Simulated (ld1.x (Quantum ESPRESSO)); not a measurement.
## Reading a pseudo-wave (phosphorus (P))

Columns: radius, all-electron u(r) and pseudo u(r) of the 3p shell (level -5.51 eV) of phosphorus in the configuration [He] 2s2 2p6 3s2 3p3; PBE, scalar-relativistic, PAW scheme, ld1.x (Quantum ESPRESSO) 7.5.

```json
{"r (bohr)": "0.042", "all-electron": "0.0351", "pseudo": "0.0139"}
{"r (bohr)": "0.085", "all-electron": "0.1050", "pseudo": "0.0543"}
{"r (bohr)": "0.128", "all-electron": "0.1760", "pseudo": "0.1143"}
{"r (bohr)": "0.170", "all-electron": "0.2324", "pseudo": "0.1819"}
{"r (bohr)": "0.212", "all-electron": "0.2713", "pseudo": "0.2474"}
{"r (bohr)": "0.255", "all-electron": "0.2924", "pseudo": "0.3019"}
{"r (bohr)": "0.298", "all-electron": "0.2962", "pseudo": "0.3357"}
{"r (bohr)": "0.340", "all-electron": "0.2857", "pseudo": "0.3447"}
{"r (bohr)": "0.382", "all-electron": "0.2636", "pseudo": "0.3299"}
{"r (bohr)": "0.425", "all-electron": "0.2317", "pseudo": "0.2938"}
{"r (bohr)": "0.467", "all-electron": "0.1936", "pseudo": "0.2437"}
{"r (bohr)": "0.510", "all-electron": "0.1495", "pseudo": "0.1839"}
{"r (bohr)": "0.552", "all-electron": "0.1031", "pseudo": "0.1230"}
{"r (bohr)": "0.595", "all-electron": "0.0535", "pseudo": "0.0625"}
{"r (bohr)": "0.638", "all-electron": "0.0029", "pseudo": "0.0057"}
{"r (bohr)": "0.680", "all-electron": "-0.0466", "pseudo": "-0.0461"}
{"r (bohr)": "0.722", "all-electron": "-0.0954", "pseudo": "-0.0954"}
{"r (bohr)": "0.765", "all-electron": "-0.1442", "pseudo": "-0.1442"}
{"r (bohr)": "0.807", "all-electron": "-0.1904", "pseudo": "-0.1904"}
{"r (bohr)": "0.850", "all-electron": "-0.2357", "pseudo": "-0.2357"}
{"r (bohr)": "0.892", "all-electron": "-0.2779", "pseudo": "-0.2779"}
{"r (bohr)": "0.935", "all-electron": "-0.3188", "pseudo": "-0.3188"}
{"r (bohr)": "0.977", "all-electron": "-0.3564", "pseudo": "-0.3564"}
{"r (bohr)": "1.020", "all-electron": "-0.3926", "pseudo": "-0.3926"}
{"r (bohr)": "1.062", "all-electron": "-0.4256", "pseudo": "-0.4256"}
{"r (bohr)": "1.105", "all-electron": "-0.4570", "pseudo": "-0.4570"}
```

Problem. How many radial nodes do the two functions have?

Solution. The all-electron 3p function has n − l − 1 = 1; the pseudo-wave has 1, since 1 lower shell of the same l stays in the valence.

Problem. At about which radius was the pseudo-wave matched?

Solution. 0.75 bohr, where the columns begin to agree (steps of 0.04 bohr).

Problem. Is the pseudo-wave norm-conserving?

Solution. No, it belongs to a PAW set: the norm inside the radius is not constrained, and the difference is carried by the augmentation charge.
